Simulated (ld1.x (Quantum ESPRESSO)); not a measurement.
# What one change does to a pseudopotential (Nb, TM semilocal)

niobium (Nb), norm-conserving Troullier–Martins (semilocal form), made with ld1.x (Quantum ESPRESSO) 7.5 (PBEsol, scalar-relativistic). Core [Ar] 3d10, reference 4s2 4p6 4d2 5s0 5p0 (charge +3). Waves: 4s (bound): rc 1.65 bohr; 4p (bound): rc 2.20 bohr; 4d (bound): rc 1.55 bohr. Local part: the d channel. Core correction: Bessel-smoothed model core, default radius (core density twice the valence density).

Change: wave 4d (bound): rc 1.55 bohr becomes 4d (bound): rc 1.22 bohr.

Cutoffs: the cutoffs (Ry, on a coarse ladder) from which the occupation-weighted sum of valence levels, in a spherical-Bessel basis at the reference potential, stays within 10 and 1 mRy of its value at 400 Ry; they do not see the model core or the augmentation charge, which bear on the density cutoff. Errors are all-electron minus pseudo energies relative to the spin-unpolarised reference configuration.

**Question.** How do hardness, ghosts and transferability respond?

**Answer.** The potential gets harder (50 Ry and 70 Ry → 70 Ry and 110 Ry); of the 7 tests that both files solve, the error grows in 1 and shrinks in 0 by more than 15 % and 0.3 meV (median size 17.2 → 21.0 meV); the range in which the d phases agree narrows (upper end at the end of the scan → 1.2); neither file shows a bound ghost. A smaller radius makes the pseudo-wave follow the all-electron one further in, where it bends more sharply, so more plane waves are needed. A semilocal file is local in each channel, so a ghost entry of none says nothing of the separable form that plane-wave codes build from it.

| quantity | base | changed |
| --- | --- | --- |
| cutoff, loose | 50 Ry | 70 Ry |
| cutoff, tight | 70 Ry | 110 Ry |
| loose cutoff by channel (10 mRy a level) | s 30 Ry, p 21 Ry, d 35 Ry | s 30 Ry, p 21 Ry, d 55 Ry |
| bound ghosts | none | none |
| error for 4s2 4p6 4d4 5s1 5p0, meV [ΔE -45.38 eV] | +494 | +496 |
| error for 4s2 4p6 4d4 5s0 5p0, meV [ΔE -38.72 eV] | +16 | +18 |
| error for 4s2 4p6 4d3 5s0 5p0, meV [ΔE -24.70 eV] | +7.6 | +7.7 |
| error for 4s2 4p6 4d3 5s1 5p1, meV [ΔE -42.57 eV] | +728 | +729 |
| error for 4s2 4p6 4d4 5s0 5p1, meV [ΔE -42.38 eV] | +90 | +92 |
| error for 4s2 4p6 4d1 5s0 5p0, meV [ΔE 36.87 eV] | +17 | +18 |
| error for 4s2 4p6 4d5 5s0 5p0, meV [ΔE -44.09 eV] | +17 | +21 |
| s: phases at 2.41 bohr within 0.05 rad from the reference energy up to (Ry; the scan ends near 5) | -3.0 | -3.0 |
| p: phases at 2.41 bohr within 0.05 rad from the reference energy up to (Ry; the scan ends near 5) | -1.8 | -1.8 |
| d: phases at 2.41 bohr within 0.05 rad from the reference energy up to (Ry; the scan ends near 5) | to the end of the scan | 1.2 |
